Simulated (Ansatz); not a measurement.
CH₅FInN (`C[NH][InH][F]`), relaxed with RKS PBE0-D4/def2-TZVP in the Gaussian-basis code of Ansatz from a PBE-D4/def2-SVP geometry. The force threshold is 0.005 eV/Å; the program also tests the step.

Charge 0, multiplicity 1. In: def2 effective core potential.

Start:

```xyz
9

C     0.392   -0.709   -1.021
N     0.308    0.581   -0.362
In   -0.580    0.851    1.434
F    -1.216   -0.981    1.893
H    -0.107   -0.717   -2.020
H     1.443   -1.051   -1.175
H    -0.114   -1.472   -0.395
H     0.754    1.355   -0.859
H    -0.880    2.144    2.504
```

(1) By how much does the energy fall, and how many steps does the optimiser take? (Best estimate.)

(2) Which bonds change most? (Best estimate.)

(3) Give the relaxed structure. (Best estimate.)

## Answers

(1) Computed: 0.05 eV, in 5 steps.

(2) The calculation gave: N2–In3 from 2.021 to 1.984 Å; In3–F4 from 1.993 to 1.963 Å; In3–H9 from 1.706 to 1.685 Å; C1–H5 from 1.116 to 1.097 Å.

(3) The calculation gave: 
```xyz
9

C     0.397   -0.712   -1.028
N     0.297    0.558   -0.342
In   -0.576    0.840    1.417
F    -1.237   -0.932    1.944
H    -0.093   -0.690   -2.010
H     1.439   -1.020   -1.180
H    -0.091   -1.490   -0.438
H     0.728    1.323   -0.834
H    -0.864    2.122    2.472
```
